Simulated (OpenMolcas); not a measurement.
**Ne V: terms and fine structure**

* Program: OpenMolcas 26.06
* Method: SS-RASPT2, IPEA 0.25 Eh, imaginary shift 0.1 Eh (closed shells correlated: 1s 2s)
* Basis: ANO-RCC-VQZP [5s4p3d2f1g]
* Scalar Hamiltonian: DKH2, point nucleus
* Active space: 2 electrons in 9 orbitals (RAS2 2p; RAS3 3s 3d, at most 1 electron)
* State averaging: 2S+1 = 3 even, 3 roots; 2S+1 = 1 even, 6 roots
* Spin-orbit coupling: RASSI with atomic mean-field integrals over the reference wave functions, term energies averaged over their components

With spin-orbit coupling, above the lowest level:

```tsv
Configuration	Term	J	E (cm-1)	Measured (cm-1)	g	Term weight %
2s2 2p2	3P	0	0.0	0.0		100
2s2 2p2	3P	1	404	412	1.501	100
2s2 2p2	3P	2	1168	1110	1.501	100
2s2 2p2	1D	2	30730	30292	1.000	100
2s2 2p2	1S	0	71010	63914		100
```

Against the 4 measured excited levels shown (NIST levels in Podobedova, Fuhr, Reader and Wiese, J. Phys. Chem. Ref. Data 33, 525 (2004)) the mean absolute deviation is 1900 cm-1; the largest miss in energy is 2s2 2p2 1S0: computed 71010, measured 63914 cm-1 (+11.1 %).

Spin-orbit coupling puts the lowest level 791 cm-1 below the lowest spin-free term.

For 3P the intervals divided by the larger J are 403.7, 382.1 cm-1. Landé's interval rule makes them equal in pure LS coupling; they differ by 5 % of their mean. The multiplet is regular.

CASPT2 does not keep the components of a term degenerate, so their means are used; among the terms shown or strongly mixed into the levels shown the widest spread is 70 cm-1 (2s2 2p2 1D). With the s shell closed, the reference lacks s² → p² mixing. Measured partners are found by configuration, term and J. A level has none where our copy of the source lacks it or the pairing is in doubt (some pairs that miss far off the trend of their configuration count as doubtful), and it then counts in no deviation. Only configurations of the active space appear. The first state left out of the spin-orbit step lies near 600000 cm-1 above the lowest spin-free state of the reference (among the parities and spins computed), and the list stops at four fifths of that energy or lower.

The term weight is that of the spin-free term in the level, not the purity of its configuration.
